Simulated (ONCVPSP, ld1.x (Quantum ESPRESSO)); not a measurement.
Potentials for C compared

Generated with ld1.x 7.5 (TM, RRKJ, ultrasoft, PAW), atompaw 4.2 or ONCVPSP 4.0.1. The cutoff is in Ry: for ld1.x and atompaw files where the sum of valence levels is converged to 10 mRy in a Bessel basis, for ONCV files where the hardest occupied wave has 1 mHa per electron of residual kinetic energy. The error is the largest all-electron minus pseudo excitation energy over each file’s own four to seven test configurations (ionisations up to +4, promotions, holes and added fractions of an electron), all of which were solved. The labels leave out finer settings (local radius, basis sizes, second energies), which also bear on the numbers. Spin-polarised tests are not counted. The rows are a selection from randomly drawn settings: files with unsolved tests, undetermined cutoffs or missed reference levels are left out.

```tsv
potential	cutoff (Ry)	largest error (meV)	bound ghosts
ONCV, PBEsol, scalar-relativistic, rc 1.00/2.40 (sp), local smoothed, core correction yes, reference 2s1.75 2p2.25, qcut 7.3/5.3, projectors 2/2	41	+626	none
ONCV, LDA (Perdew-Wang 92), scalar-relativistic, rc 1.30/2.85/2.80 (spd), local smoothed, core correction yes, reference 2s2 2p2, qcut 5.1/4.6/3.2, projectors 1/1/3	27	+2403	none
ONCV, LDA (Perdew-Zunger), scalar-relativistic, rc 1.25/2.70 (sp), local smoothed, core correction no, reference 2s2 2p2, qcut 6.5/6.4, projectors 2/1	34	+1151	none
TM, BLYP, scalar-relativistic, rc 1.25/2.15/1.90 (spd), local s, core correction yes, reference 2s1 2p3	30	+1053	none
ONCV, PBE, fully relativistic, rc 1.05/1.00/1.10 (spd), local smoothed, core correction yes, reference 2s2, qcut 5.9/9.3/7.7, projectors 2/1/2	52	+41	none
ONCV, LDA (Perdew-Wang 92), scalar-relativistic, rc 1.20/1.90 (sp), local smoothed, core correction yes, reference 2s2 2p2, qcut 5.2/8.4, projectors 2/2	71	+408	none
```

Q: Fill in the row for C: ONCV, PBE, scalar-relativistic, rc 1.00/0.95 (sp), local smoothed, core correction yes, reference 2s1, qcut 6.4/9.9, projectors 1/2.

A: cutoff 45 Ry, largest error +210 meV, bound ghosts: none.

Q: Fill in the row for C: ONCV, PBE, scalar-relativistic, rc 0.95/0.95/1.05 (spd), local smoothed, core correction no, reference 2s2, qcut 8.9/7.8/9, projectors 2/2/3.

A: cutoff 45 Ry, largest error +171 meV, bound ghosts: none.
